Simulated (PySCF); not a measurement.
Geometries of 2 isomers of C3H5BO2, from PBE0-D3(BJ)/def2-SVP geometry optimisation, gas phase (PySCF). One conformer each, no zero-point energy, no frequencies.

Question: Which is lower in electronic energy at this level?
A.
```xyz
11
angstrom
B      1.539   -0.231    0.082
O      0.454   -1.323    0.096
C     -0.786   -1.078    0.045
C     -1.328    0.202   -0.057
C     -0.424    1.260   -0.136
O      0.833    1.126   -0.095
H      2.093   -0.233    1.165
H      2.253   -0.417   -0.884
H     -1.440   -1.963    0.082
H     -2.402    0.365   -0.100
H     -0.781    2.296   -0.249
```
B.
```xyz
11
angstrom
C      2.396   -0.039    0.535
C      1.404   -0.197   -0.144
C      0.152   -0.350   -0.862
B     -1.097    0.132    0.006
O     -0.969    0.527    1.298
O     -2.318    0.134   -0.584
H      3.301    0.090    1.100
H     -0.009   -1.406   -1.141
H      0.167    0.212   -1.811
H     -0.046    0.492    1.584
H     -3.004    0.432    0.025
```

Answer: B. That is `C#CCB(O)O`, 19.5 kcal/mol below the other.

```csv
SMILES,atoms numbered as above,E (Eh),relative (kcal/mol),relative (kJ/mol),dipole (D)
C#CCB(O)O,[CH:1]#[C:2][CH2:3][B:4]([OH:5])[OH:6],-292.13146,0.0,0.0,0.64
[BH2-]1OC=CC=[O+]1,[BH2-:1]1[O:2][CH:3]=[CH:4][CH:5]=[O+:6]1,-292.10037,19.5,81.6,4.51
```

As drawn, the lower has an O–H bond, which the higher lacks.
